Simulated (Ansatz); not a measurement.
Consider the ligand exchange at a Ga–O bond: `[SiH3][O][Ga]([Cl])[Cl]` + NH₃ → `[NH2][Ga]([Cl])[Cl]` + silanol.

Calculated with Ansatz (gas phase, PBE0-D4/def2-TZVP geometries, no zero-point term in ΔE). CCSD(T)/CBS adds triple-zeta CCSD(T) − MP2 to the extrapolated MP2 energy (def2 sets, frozen cores). This one scheme is used for every species. Functionals use def2-TZVPP. For Ga outer-core shells are correlated without core-valence functions, which leaves a few kJ/mol of doubt a bond. Scalar relativity is left out up to krypton. One conformer a species, not always the lowest.

```json
{"level": "BLYP-D4", "ΔE (kcal/mol)": "6.4"}
{"level": "ωB97M-V", "ΔE (kcal/mol)": "5.4"}
{"level": "BLYP", "ΔE (kcal/mol)": "5.2"}
{"level": "r2SCAN", "ΔE (kcal/mol)": "5.6"}
{"level": "CAM-B3LYP", "ΔE (kcal/mol)": "5.0"}
{"level": "CCSD/def2-SVP", "ΔE (kcal/mol)": "8.1"}
{"level": "CCSD(T)/def2-TZVPP", "ΔE (kcal/mol)": "6.6"}
{"level": "SCS-MP2/def2-QZVPP", "ΔE (kcal/mol)": "6.1"}
```

(1) What does CCSD(T)/CBS give? (Best estimate.)

Largest T1 diagnostic among the species: 0.012.

## Answers

(1) The calculation gave: +5.3 kcal/mol. The listed levels differ from it by 1.1, 0.1, -0.1, 0.3, -0.3, 2.8, 1.3, 0.8 kcal/mol.

The D4 term adds +1.1 kcal/mol with B3LYP and +0.7 kcal/mol with PBE0; it sums over pairs of atoms, weighted by their polarisabilities, and B3LYP, whose exchange is more repulsive, gets the larger term. Leaving LDA and LC-ωPBE aside and taking each functional with its dispersion term where it has one, the values, not all of them listed here, spread over 2.0 kcal/mol, from PBE-D4 to B97M-V. LDA lies −1.4 kcal/mol from PBE without D4.

B3LYP here is the variant with VWN-RPA as its local correlation; programs differ in this.
